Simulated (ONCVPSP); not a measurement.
Transferability test, ONCV potential for oxygen (O)

O, optimised norm-conserving Vanderbilt (ONCV), made with ONCVPSP 4.0.1 (LDA (Perdew-Zunger), scalar-relativistic). Core [He], reference 2s1.5 2p4.5. Waves: 2s: rc 0.65 bohr, ncon 3, nbas 8, qcut 7.9 1/bohr, 2 projectors, debl 0.6 Ha; 2p: rc 2.10 bohr, ncon 4, nbas 7, qcut 5.1 1/bohr, 1 projector. Local part: polynomial inside 0.60 bohr (lpopt 3, dvloc0 1 Ha). Core correction: none.

In the s channel the program set the typed energies aside and used -0.881, 0.250 Ha.

Energies are relative to the spin-unpolarised reference configuration 2s1.5 2p4.5; without spin polarisation the order of configurations can differ from experiment.

| valence configuration | charge | ΔE all-electron (eV) | error AE − PS (meV) |
| --- | --- | --- | --- |
| 2s2 2p3 | +1 | 9.299 | +313 |
| 2s2 2p2 | +2 | 43.007 | +1646 |

Task: What are ΔE and the potential's error for 2s2 2p4?

Result: ΔE = -7.285 eV all-electron; the error (AE − PS) is -12 meV.

Task: What are ΔE and the potential's error for 2s0 2p6?

Result: ΔE = 21.943 eV all-electron; the error (AE − PS) is -93 meV.

Levels in the configuration 2s0 2p6:

| level | all-electron (eV) | pseudo (eV) |
| --- | --- | --- |
| 2p | -9.975 | -10.292 |
